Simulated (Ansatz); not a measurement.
Stepwise reaction of `[NH2][Al]([NH2])[SH]` with hydrogen fluoride, as a gas-phase model of exchange steps in deposition or etching. ΔE in kJ/mol; ΔG adds harmonic PBE0-D4 terms to CCSD(T)/CBS, at 1 bar.

Computed with Ansatz on PBE0-D4/def2-TZVP structures; ΔE is electronic, products minus reactants. CBS: MP2 limit from def2 TZ/QZ plus the TZ coupled-cluster correction, frozen cores. This one scheme is used for every species. DFT in def2-TZVPP. B3LYP here is the variant with VWN-RPA as its local correlation; programs differ in this. Each species was taken in one conformer, which may not be the lowest.

| step | reaction | PBE-D4 | B3LYP-D4 | ωB97M-V | CCSD(T)/CBS | ΔG(500 K) |
| --- | --- | --- | --- | --- | --- | --- |
| 1 | `[NH2][Al]([NH2])[SH]` + H–F → `[NH2][Al]([F])[SH]` + NH₃ | -100.4 | -104.2 | -103.0 | -100.1 | -94.2 |

Give the row of step 2, `[NH2][Al]([F])[SH]` + H–F → `[F][Al]([F])[SH]` + NH₃. (Estimate.)

Ansatz gave: 
```csv
step,reaction,PBE-D4,B3LYP-D4,ωB97M-V,CCSD(T)/CBS,ΔG(500 K)
2,`[NH2][Al]([F])[SH]` + H–F → `[F][Al]([F])[SH]` + NH₃,-86.1,-89.8,-88.6,-87.5,-84.4
```

By hand: ΔE of the 2 steps together at CCSD(T)/CBS.

(-100.1) + (-87.5) = -187.6 kJ/mol, or -93.8 kJ/mol a step.

In ΔE each step is higher than the one before. All are downhill at CCSD(T)/CBS. ΔG lies between -94.2 and -84.4 kJ/mol a step. PBE-D4 differs from CCSD(T)/CBS by -0.3 to 1.4 kJ/mol a step. Isolated molecules leave out the surface, adducts and barriers. Largest T1 diagnostic: 0.012.
